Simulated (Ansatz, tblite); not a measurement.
Cost and result up the ladder for `C[SiH](C)O[SiH](C)O[Si](C)(C)C` (31 atoms). Charge 0, multiplicity 1. Geometry: r2SCAN-D4/def2-SVP.

```xyz
31

C     2.806    0.100    1.355
Si    1.120   -0.402    1.982
C     1.253   -1.535    3.464
O     0.332   -1.206    0.747
Si   -1.174   -1.407    0.070
C    -2.483   -1.498    1.389
O    -1.512   -0.126   -0.921
Si   -0.659    0.926   -1.918
C    -1.823    1.435   -3.291
C     0.849    0.039   -2.596
C    -0.147    2.415   -0.900
H     3.383    0.628    2.132
H     2.727    0.767    0.481
H     3.383   -0.789    1.048
H     0.328    0.816    2.356
H     0.256   -1.826    3.833
H     1.788   -1.046    4.295
H     1.799   -2.456    3.202
H    -1.107   -2.659   -0.736
H    -2.492   -0.571    1.987
H    -3.484   -1.618    0.943
H    -2.309   -2.347    2.070
H    -2.149    0.559   -3.875
H    -1.344    2.145   -3.985
H    -2.725    1.918   -2.881
H     0.558   -0.832   -3.207
H     1.487   -0.328   -1.774
H     1.460    0.703   -3.229
H     0.379    3.164   -1.516
H    -1.027    2.905   -0.451
H     0.527    2.126   -0.076
```

Ansatz on 4 threads of Arm Neoverse V1 on a shared host; xTB runs through tblite on one thread. Times are rough, summed over both states, and most runs start from the orbitals of an earlier one. PBE0-D4/def2-SVP serves as the yardstick here, not as an exact answer. The other state is a doublet.

The xTB rows come from tblite. HOMO above LUMO, or a gap near zero within one spin, warns that the state may not be the lowest or that an electron is smeared out.

Raw xTB energies of ions are shifted by several eV.

| level | functions | vertical IE (eV) | difference from PBE0-D4/def2-SVP (eV) | remarks |
| --- | --- | --- | --- | --- |
| GFN1-xTB | 99 | 13.11 | 3.77 | – |
| PBE-D4/def2-SVP | 266 | 8.62 | -0.72 | gap within one spin near zero (+1 doublet) |
| PBE0-D4/def2-SVP | 266 | 9.34 | 0.00 | – |
| GFN2-xTB | 79 | 12.47 | 3.14 | – |

Q: Estimate how long each takes.

A: GFN2-xTB 0.059 s; GFN1-xTB 0.079 s; PBE-D4/def2-SVP 22 s; PBE0-D4/def2-SVP 47 s. On shared hardware such times vary by a factor of up to 3.
